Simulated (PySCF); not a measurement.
**Polarisability and C₆ of Bi⁵⁸⁺ (bismuth, charge +58)**

[Ar] 3d7, high-spin 4F determinant. Calculation: PySCF 2.14, in an uncontracted even-tempered set (17 s from 15 bohr⁻², ratio 2.5; 13 p from 20 bohr⁻², ratio 2.5; 7 d from 20 bohr⁻², ratio 2.5; 4 f from 78 bohr⁻², ratio 2.7; 3 g from 120 bohr⁻², ratio 2.7); scalar relativity by spin-free X2C-1e. Coupled (time-dependent) response in atomic units; α is the mean over directions.

| method | mean α (bohr³) | C₆ (like pair) | S(−4) |
| --- | --- | --- | --- |
| UHF | 0.001247 | 7.958e-05 | 1.061e-06 |
| PBE0 | 0.001250 | 7.962e-05 | 1.086e-06 |

S(−4) is the Cauchy moment in α(ω) = α(0) + S(−4) ω² + …

Spin-orbit coupling is absent.

α(iu) at PBE0:

| u (hartree) | α(iu) (bohr³) |
| --- | --- |
| 0 | 0.001250 |
| 7.00 | 0.001201 |
| 14.0 | 0.001089 |
| 28.0 | 0.0008731 |
| 42.0 | 0.0007382 |
| 56.0 | 0.0006514 |
| 70.0 | 0.0005868 |
| 105 | 0.0004653 |
| 140 | 0.0003732 |
| 210 | 0.0002465 |
| 350 | 0.0001236 |

For an ion, C₆ is the dispersion term alone; charge-induced terms of lower order in 1/R come first.

Spin-orbit coupling is strong in this species (close to jj coupling), so the high-spin LS determinant is a model state, not a physical level.
